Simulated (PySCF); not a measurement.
Two species compared at the same levels of theory.

First species: Ortho-cyanophenol, C₇H₅NO.
Bonds: N1–C2 (triple), C2–C3, C3–C4 (aromatic), C4–C5 (aromatic), C5–C6 (aromatic), C6–C7 (aromatic), C7–C8 (aromatic), C8–O9, C3–C8 (aromatic). Hydrogens: H10 on C4; H11 on C5; H12 on C6; H13 on C7; H14 on O9.

Second species: C₅H₁₅OPSSi.
Geometry (GFN2-xTB, Å), atoms numbered from 1 in this order:
```xyz
24
C5H15OPSSi angstrom
C     -2.3190   -0.6956   -0.6353
C     -0.8721   -0.9129   -0.2118
C     -0.7650   -1.9910    0.8588
P     -0.2176    0.6773    0.5072
S     -1.2554    1.4035    1.9814
C     -0.1715    1.9040   -0.8993
O      0.3890    3.0857   -0.4070
C      1.5514    0.4214    0.8999
Si     2.6677   -0.4116   -0.4026
H     -2.3878    0.0093   -1.4622
H     -2.8938   -0.3033    0.2038
H     -2.7669   -1.6362   -0.9504
H     -0.2563   -1.1736   -1.0798
H     -1.2188   -2.9187    0.5142
H     -1.2862   -1.6663    1.7595
H      0.2745   -2.1913    1.1140
H      0.4624    1.5560   -1.7171
H     -1.1931    2.0682   -1.2739
H     -0.1181    3.3513    0.3776
H      1.5722   -0.1250    1.8464
H      1.9223    1.4294    1.1127
H      2.6262    0.3353   -1.6583
H      4.0153   -0.4056    0.1614
H      2.2292   -1.7904   -0.6318
```

Levels: PBE0/pcSseg-1 for dipole moment, HOMO energy, LUMO energy and HOMO–LUMO gap; GFN2-xTB for rotational constant A and rotational constant C. Geometries: GFN2-xTB. Each structure is a single optimised conformer of the isolated species, non-relativistic unless stated. Electronic properties by PySCF.

Dipoles, sizes and rotational constants follow the conformer. The torsions of the flexible species, by atom-mapped SMILES:
- `[N:1]#[C:2][c:3]1[cH:4][cH:5][cH:6][cH:7][c:8]1[OH:9]`: H–O9–C8–C7 180°
- `[CH3:1][CH:2]([CH3:3])[P@:4](=[S:5])([CH2:6][OH:7])[CH2:8][SiH3:9]`: C1–C2–P4–S5 56°, C2–P4–C6–O7 -177°, C2–P4–C8–Si9 46°, H–O7–C6–P4 -54°

(1) Which of the two has the higher rotational constant A, and by how much?

(2) Which has the higher HOMO energy?

(3) Which of the two has the higher HOMO–LUMO gap, and by how much?

(4) Which has the higher LUMO energy?

(5) Which has the higher rotational constant C?

(6) Which has the higher dipole moment?

Answers

(1) The first: 3.047 GHz against 1.022 GHz, a difference of 2.025 GHz.

(2) The second: -6.50 eV against -7.28 eV, a difference of 0.78 eV.

(3) The second: 6.87 eV against 5.68 eV, a difference of 1.19 eV.

(4) The second: 0.37 eV against -1.60 eV, a difference of 1.97 eV.

(5) The first: 1.022 GHz against 0.633 GHz, a difference of 0.389 GHz.

(6) The second: 3.83 D against 3.40 D, a difference of 0.43 D.

On the first: The dipole equals about 11.4 × 10⁻³⁰ C·m (1 D = 3.33564 × 10⁻³⁰ C·m).

On the second: A dipole of 3.83 D is allowed in C1, and pure rotational transitions are dipole-allowed. The dipole equals about 12.8 × 10⁻³⁰ C·m (1 D = 3.33564 × 10⁻³⁰ C·m).
